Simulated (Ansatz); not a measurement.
Consider the cleavage of the Ge–Si bond: `O[SiH]([SiH3])[GeH3]` + CH₃SH → `C[S][GeH3]` + `O[SiH2][SiH3]`.

Isolated molecules relaxed with PBE0-D4/def2-TZVP in Ansatz; ΔE leaves out vibrations. CBS: MP2 limit from def2 TZ/QZ plus the TZ coupled-cluster correction, frozen cores. This one scheme is used for every species. DFT in def2-TZVPP. B3LYP here is the variant with VWN-RPA as its local correlation; programs differ in this. For Ge outer-core shells are correlated without core-valence functions, which leaves a few kJ/mol of doubt a bond. Scalar relativity is left out up to krypton. One conformer a species, not always the lowest.

Question: Is it downhill or uphill in electronic energy at CCSD(T)/CBS, and by how much? (Best estimate.)

Answer: Computed: Downhill: ΔE = -25.3 kJ/mol.

Question: What do these levels give: PBE-D4, PBE0-D4, ωB97X-V, B2PLYP, PBE, PBE0, B3LYP, SCS-MP2/def2-TZVPP, CCSD/def2-TZVPP, SCS-MP2/def2-QZVPP, HF/CBS(def2), MP2/CBS(def2)? (An estimate is asked.)

Answer: Computed: PBE-D4 -18.4, PBE0-D4 -20.9, ωB97X-V -26.1, B2PLYP -28.3, PBE -19.4, PBE0 -22.0, B3LYP -25.8, SCS-MP2/def2-TZVPP -32.9, CCSD/def2-TZVPP -26.0, SCS-MP2/def2-QZVPP -33.0, HF/CBS(def2) -38.3, MP2/CBS(def2) -31.0 kJ/mol.

Largest T1 diagnostic among the species: 0.013.

In def2-TZVPP, CCSD(T) changes the Hartree–Fock value by +12.2 kJ/mol (the triples alone add +0.2 kJ/mol) and MP2 by +6.5 kJ/mol.
